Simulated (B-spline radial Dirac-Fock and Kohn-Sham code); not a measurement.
Compton profile of Pd⁴⁵⁺

System: palladium as Pd⁴⁵⁺, configuration 1s1.

Model: the impulse approximation on Dirac-Fock orbitals of the configuration average with a finite nucleus. Program: a radial finite-basis atomic code. pz is in atomic units of momentum; subshell profiles are per electron, for a selection of subshells; open shells are spread over both j values by their weights.

```
 pz    J total   J 1s1/2
  0    0.01758    0.0176
1.4    0.01753    0.0175
1.6    0.01752    0.0175
1.8    0.01751    0.0175
  2    0.01749    0.0175
2.5    0.01744    0.0174
  3    0.01737    0.0174
  4    0.01721    0.0172
  5    0.01701    0.0170
  7    0.01648    0.0165
 10    0.01544    0.0154
 15    0.01323    0.0132
 20    0.01080    0.0108
 30   0.006501   0.00650
 40   0.003634   0.00363
 60   0.001107   0.00111
100  0.0001465  0.000146
```

J(0) = 0.01758. The 1s1/2 subshell gives the largest part, 100 %.

Mean momentum ⟨p⟩ by subshell (a.u.): 1s1/2 42.1.

Values without a named source are computed, but for edge energies of neutral atoms, which are taken from tables.
